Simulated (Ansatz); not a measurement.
Input and output for `[CH3][Zr]([CH3])([CH3])[F]`.

```yaml
crystal:
  periodic: [false, false, false]
  atoms:
    - {symbol: C, position_ang: [-1.857432, 0.558060, 0.826908]}
    - {symbol: Zr, position_ang: [-0.125607, 0.201458, -0.625621]}
    - {symbol: C, position_ang: [1.672092, 1.250111, 0.096824]}
    - {symbol: C, position_ang: [0.291097, -1.927915, -0.497582]}
    - {symbol: F, position_ang: [-0.606601, 0.702648, -2.337492]}
    - {symbol: H, position_ang: [-2.748858, 0.825727, 0.315286]}
    - {symbol: H, position_ang: [-1.572207, 1.389293, 1.532831]}
    - {symbol: H, position_ang: [-2.064203, -0.323582, 1.408767]}
    - {symbol: H, position_ang: [2.535682, 0.576420, 0.131620]}
    - {symbol: H, position_ang: [1.910362, 2.151252, -0.482673]}
    - {symbol: H, position_ang: [1.522574, 1.632846, 1.170340]}
    - {symbol: H, position_ang: [0.722862, -2.361480, -1.486280]}
    - {symbol: H, position_ang: [0.967790, -2.256738, 0.278021]}
    - {symbol: H, position_ang: [-0.689613, -2.568289, -0.382049]}
basis:
  gaussian: {orbitals: x2c-TZVPPall}
hamiltonian: {xc: {name: LC-wPBE}}
scf: {lower_state_search: light}
```

```sh
$ ansatz run in.yaml --threads 4 --pin off --events-out ev --progress --plain --max-ram 11315MiB
```

Output, abridged:

```
Functional definition: LC-wPBE
1766 factors; their error is unknown
551 factors; integrals over basis functions are off by at most 2.6e-5 eV
mean field evaluation 1: about -103876.6094 eV, gradient 7.4e1 eV
mean field evaluation 2: about -103877.5328 eV, gradient 7.8e1 eV
mean field evaluation 4: about -103887.4584 eV, gradient 3.1e0 eV
mean field evaluation 8: about -103887.4916 eV, gradient 7.8e-2 eV
mean field evaluation 16: about -103887.4610 eV, gradient 1.6e-4 eV
mean field -103887.46098458 eV, -3817.7937737332 hartree, gradient 1.2e-5 eV, S^2 0.000000; 0 other end points of the search recorded, 0 dependent functions left out
reference -103887.46098459 eV, -3817.7937737336 hartree; 38, 38 occupied and 291, 291 virtual orbitals, 1766 factors
Total energy: -103887.46098459 eV, -3817.7937737336 hartree
Relativity: scalar
```

Run time 11 s (4 threads of an Arm Neoverse V1 on a shared host); peak host memory 0.83 GiB.
